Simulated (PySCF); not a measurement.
Species: C3H8O3Si2.
SMILES: `O=C(O)[Si@@H]1CC[SiH2]O1`

Method used: TDDFT CAM-B3LYP/def2-SVPD, vertical, gas phase, core orbitals frozen in the response in PySCF 2.14.0, density-fitted response routines. Isolated species at its GFN2-xTB geometry (one conformer only).

Computed singlets with f of 0.002 or more:

```tsv
state	E (eV)	f
S1	4.91	0.0034
S2	6.93	0.052
S3	7.18	0.070
S4	7.46	0.0095
S5	7.49	0.016
S6	7.71	0.0044
S7	7.78	0.0036
S8	7.81	0.021
```

Problem. Turn these into Einstein A coefficients, radiative lifetimes, transition dipoles and integrated cross-sections.

Solution. Relations used (vacuum, state to state): A = 0.6670 f ν̃² s⁻¹ (ν̃ in cm⁻¹); τ = 1/A; f = (2/3) ΔE |μ|² in atomic units; ∫σ dE = 109.76 f Mb·eV.

```tsv
state	A (s⁻¹)	τ	|μ| (D)	∫σ dE (Mb·eV)
S1	3.6×10⁶	280 ns	0.43	0.38
S2	1.1×10⁸	9.3 ns	1.40	5.7
S3	1.6×10⁸	6.4 ns	1.60	7.7
S4	2.3×10⁷	44 ns	0.58	1
S5	3.9×10⁷	26 ns	0.75	1.7
S6	1.1×10⁷	89 ns	0.39	0.48
S7	9.4×10⁶	110 ns	0.35	0.39
S8	5.5×10⁷	18 ns	0.84	2.3
```

Leading configurations: S1 H→L (86%); S2 H-1→L (75%); S3 H→L+1 (61%); S4 H-3→L (28%); S5 H-2→L (28%); S6 H-1→L+1 (30%); S7 H-1→L+2 (39%); S8 H→L+5 (25%) (H = HOMO, L = LUMO).

The rates are for emission to S0 at the absorption energy, with no other channel.

Problem. By what factor does the largest A in the list exceed the smallest?

Solution. S3 has 44 times the rate of S1.

Problem. How much energy does a mole of photons resonant with S3 carry?

Solution. 7.178 eV × 96.485 = 693 kJ/mol (166 kcal/mol).

Problem. What is the integrated cross-section of all computed states together?

Solution. Σf = 0.179 over S1 to S8, so 109.76 × Σf ≈ 19.6 Mb·eV.
